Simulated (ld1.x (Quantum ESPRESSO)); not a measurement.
**Which change was made? (Hg, TM)**

| Item | Value |
| --- | --- |
| Element | mercury |
| Generator | ld1.x (Quantum ESPRESSO) 7.5 |
| Type | norm-conserving Troullier–Martins (Kleinman–Bylander form) |
| Functional | PBE |
| Relativity | scalar-relativistic |
| Frozen core | [Kr] 4d10 4f14 5s2 |
| Valence charge | 18 |
| Reference configuration | 5p6 5d10 6s2 6p0 |
| Partial waves | 6s (bound): rc 1.85 bohr; 5d (bound): rc 1.75 bohr; 5p (bound): rc 1.50 bohr |
| Local potential | the p channel |
| Core correction | a·sin(br)/r model core inside 1.25 bohr |

Cutoffs, loose and tight: the cutoffs (Ry, on a coarse ladder) from which the occupation-weighted sum of valence levels, in a spherical-Bessel basis at the reference potential, stays within 10 and 1 mRy of its value at 400 Ry. They do not see the model core or the augmentation charge, which bear on the density cutoff. Test errors are all-electron minus pseudo excitation energies from the reference, over the configurations 5p6 5d10 6s1 6p0; 5p6 5d10 6s0 6p0; 5p6 5d9 6s0 6p0; 5p6 5d8 6s0 6p0; 5p6 5d10 6s1.5 6p0; 5p6 5d10 6s0 6p1; 5p5 5d10 6s2 6p0; variants that change the core or the reference have their own tests. The largest error is taken over the tests solved by every variant that gives reliable tests at all, those not shown here included: 5p6 5d10 6s0 6p0; 5p6 5d10 6s0 6p1; 5p6 5d10 6s1 6p0; 5p6 5d10 6s1.5 6p0; 5p6 5d8 6s0 6p0; 5p6 5d9 6s0 6p0.

The base gives: outcome: generated; cutoff, loose: 70 Ry; cutoff, tight: 110 Ry; bound ghosts: s; largest test error (meV): +221.

(1) After one change the result is: outcome: generated; cutoff, loose: 110 Ry; cutoff, tight: 140 Ry; bound ghosts: s; largest test error (meV): +102. Which change was it?
A. all radii but the core radius scaled by about 1.13 (s 2.10, p 1.70, d 1.98 bohr)
B. all radii but the core radius scaled by about 1.34 (s 2.48, p 2.02, d 2.34 bohr)
C. all radii but the core radius scaled by about 0.88 (s 1.64, p 1.32, d 1.54 bohr)

## Answers

(1) C. The others give: all radii but the core radius scaled by about 1.34 (s 2.48, p 2.02, d 2.34 bohr) → outcome: generated; cutoff, loose: 40 Ry; cutoff, tight: 70 Ry; bound ghosts: s; largest test error (meV): +657 | all radii but the core radius scaled by about 1.13 (s 2.10, p 1.70, d 1.98 bohr) → outcome: generated; cutoff, loose: 50 Ry; cutoff, tight: 70 Ry; bound ghosts: s; largest test error (meV): +467.
